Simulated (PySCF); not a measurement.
C2H8N2Si, SMILES N[SiH2]/N=C/C. Geometry optimised at B3LYP-D3(BJ)/def2-SVP. The structure was generated by enumeration; whether it is a known compound was not checked. Other conformers were not sampled.

Computed equilibrium geometry at B3LYP-D3(BJ)/def2-SVP (PySCF confirms it by a frequency run) as Cartesian coordinates in Å (one conformer of several):
```xyz
13

C      2.5013    -1.3186     0.5320
C      1.3002    -0.4277     0.6664
N      0.5259    -0.1424    -0.2956
Si    -0.8930     0.8937    -0.1647
N     -2.3663     0.1326    -0.6516
H      2.4229    -2.1744     1.2252
H      2.5942    -1.6833    -0.5002
H      3.4162    -0.7694     0.8154
H      1.1407    -0.0289     1.6985
H     -1.0720     1.3413     1.2548
H     -0.6522     2.0437    -1.0765
H     -2.4875    -0.1290    -1.6261
H     -2.7867    -0.5663    -0.0455
```
